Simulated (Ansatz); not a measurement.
Mulliken charges of C₃H₄Se, SMILES `C#CC[SeH]` from ωB97M-V/def2-TZVPP in Ansatz (PBE0-D4/def2-TZVP geometry).

| atom | x (Å) | y (Å) | z (Å) | charge (e) |
| --- | --- | --- | --- | --- |
| C1 | -0.695 | 1.661 | -1.111 | 0.025 |
| C2 | -0.203 | 0.838 | -0.391 | -0.321 |
| C3 | 0.377 | -0.169 | 0.463 | -0.271 |
| Se4 | -0.283 | -1.944 | -0.095 | -0.046 |
| H5 | -1.128 | 2.398 | -1.746 | 0.238 |
| H6 | 0.090 | -0.008 | 1.502 | 0.159 |
| H7 | 1.464 | -0.167 | 0.382 | 0.159 |
| H8 | 0.472 | -2.666 | 0.940 | 0.056 |

By hand: the dipole of these point charges (1 e Å = 4.8032 D).

Σ q r = (-0.036, 0.301, -0.087) e Å, of length 0.315 e Å = 1.51 D.

How does the dipole of the full density compare? (An estimate is asked.)

Ansatz gave: (0.161, 0.088, 0.186) e Å, 1.25 D; the point charges give 1.21 times that, at 87° from its direction.

Point charges leave out the atoms' own dipoles, such as those of lone pairs, and Mulliken's split depends on the basis, so the two needn't agree.
